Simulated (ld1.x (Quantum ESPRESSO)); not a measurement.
Varying the TM potential for Sb (Z = 51)

Base potential:

ld1.x (Quantum ESPRESSO) 7.5 input, shortened:

```
&input
   title='Sb', zed=51., rel=1, dft='PBE', iswitch=3,
   config='[Kr] 4d10 5s2 5p2 5d-2'
 /
 &inputp
   pseudotype=2, tm=.true., lloc=0,
   nlcc=.true.
 /
3
5P  2  1   2.00   0.00  1.70  1.70  0.0
5D  3  2  -2.00  -0.05  1.50  1.50  0.0
5S  1  0   2.00   0.00  1.40  1.40  0.0
 &test
   configts(1)='5s2 5p2'
 /
```

Cutoffs, loose and tight: the cutoffs (Ry, on a coarse ladder) from which the occupation-weighted sum of valence levels, in a spherical-Bessel basis at the reference potential, stays within 10 and 1 mRy of its value at 400 Ry. They do not see the model core or the augmentation charge, which bear on the density cutoff. Test errors are all-electron minus pseudo excitation energies from the reference, over the configurations 5s2 5p3; 5s2 5p1; 5s2 5p0; 5s1 5p3; 5s2 5p3.3; 5s1 5p4; 5s2 5p2.5. A dash means not determined; rows that change the core or the reference have their own tests. The largest error is taken over the tests solved by every variant that gives reliable tests at all: 5s1 5p3; 5s2 5p0; 5s2 5p1.

A true bound ghost makes a file unfit for plane-wave use even where its test errors are small: the radial tests pick states by their node count and pass the ghost by.

Cutoffs are not given where the Bessel-basis levels miss the radial ones by over 6 mRy, ghosts where they miss by over 20 mRy; a channel whose overlap is not positive is not tested.

```csv
change,outcome,"cutoff, loose","cutoff, tight",bound ghosts,largest test error (meV)
base,generated,55 Ry,180 Ry,"p, d",-69
wave 5p (bound): rc 1.70 bohr becomes 5p (bound): rc 1.14 bohr,generated,–,–,not determined,+98
wave 5p (bound): rc 1.70 bohr becomes 5p (bound): rc 1.98 bohr,generated,45 Ry,180 Ry,d,-71
wave 5p (bound): rc 1.70 bohr becomes 5p (bound): rc 2.18 bohr,generated,45 Ry,180 Ry,d,-70
wave 5p (bound): rc 1.70 bohr becomes 5p (bound): rc 2.38 bohr,generated,45 Ry,180 Ry,d,-72
wave 5p (bound): rc 1.70 bohr becomes 5p (bound): rc 2.52 bohr,generated,45 Ry,180 Ry,d,-75
```

(1) What comes out with this change to the base: wave 5p (bound): rc 1.70 bohr becomes 5p (bound): rc 1.48 bohr?

(2) What comes out with this change to the base: wave 5p (bound): rc 1.70 bohr becomes 5p (bound): rc 1.34 bohr?

## Answers

(1) outcome: generated; cutoff, loose: 120 Ry; cutoff, tight: 180 Ry; bound ghosts: p, d; largest test error (meV): -73.

(2) outcome: generated; cutoff, loose: 230 Ry; cutoff, tight: 300 Ry; bound ghosts: p, d; largest test error (meV): -67.

Reading the sweep of the p radius (base included, trends over the rows without a ghost): Bound ghosts are found at 1.34, 1.48, 1.7, 1.98, 2.18, 2.38, 2.52 bohr. Every judged row has one, so this setting neither creates nor removes them.
